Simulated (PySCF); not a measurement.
# Eu²⁺ (europium, charge +2) across methods

[Xe] 4f6 6s1, high-spin 8F determinant (an excited configuration). All numbers are calculated (PySCF 2.14, scalar relativity by spin-free X2C-1e, in ANO-RCC-VTZP (8s7p5d3f2g1h, 104 functions)).

```
method   E (hartree)  mean ε 5p β (eV)  mean ε 4f α (eV)  mean ε 6s α (eV)  Σ⟨r²⟩ (bohr²)    ⟨S²⟩
   PBE     -10842.12           -41.585           -26.587           -16.467          49.72  15.752
r2SCAN     -10842.40           -42.212           -27.082           -16.568          49.78  15.754
   LDA     -10834.13           -41.873           -26.804           -16.745          49.65  15.752
  PBE0     -10842.06           -43.432           -29.714           -17.020          49.76  15.752
   UHF  -10838.47144           -47.576           -38.359           -18.252          50.35  15.754
```

Spin-orbit coupling, absent here, splits the open shell strongly.
